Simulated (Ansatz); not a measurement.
Geometry optimisation, RKS PBE/6-31G* in Ansatz 0.2.0.

input.yaml

```yaml
crystal:
  periodic: [false, false, false]
  atoms:
    - { symbol: B, position_ang: [-0.019823, 0.267845, 0.055262] }
    - { symbol: Cl, position_ang: [0.022417, 0.625683, 1.850418] }
    - { symbol: F, position_ang: [1.126923, 0.161851, -0.58482] }
    - { symbol: Cl, position_ang: [-1.542823, 0.316086, -0.806878] }
    - { symbol: F, position_ang: [-0.112889, -2.176034, 0.646159] }
    - { symbol: H, position_ang: [-0.310206, -1.902231, 1.520558] }
basis:
  gaussian: { orbitals: "6-31G*" }
hamiltonian:
  xc: pbe
relax:
  f_tol: 0.03
  max_steps: 50
```

Command:

```bash
$ ansatz run input.yaml --threads 2 --pin off --max-ram 3072MiB --backend cpu --events-out ev --progress --plain --runs-dir out
```

Problem. Where does it end, and by what steps?

Solution. The run converged. After 6 steps the energy has fallen by 0.038 eV; H6 moved furthest, 0.17 Å.

```
step  energy less start (eV)  largest force component (eV/Å)  accepted
   0                  0.0000                           0.832       yes
   1                 -0.0074                           1.291       yes
   2                  0.0260                           1.033        no
   3                 -0.0300                           0.605       yes
   4                 -0.0349                           0.159       yes
   5                 -0.0373                           0.033       yes
   6                 -0.0377                           0.023       yes
```

```xyz
6
Properties=species:S:1:pos:R:3
B -0.050 0.208 0.096
Cl -0.031 0.653 1.829
F 1.110 0.044 -0.518
Cl -1.538 0.357 -0.831
F -0.185 -2.051 0.583
H -0.142 -1.918 1.521
```

The run took 9.3 s on 2 threads of Arm Neoverse V2 (shared host), peak memory 0.15 GiB.
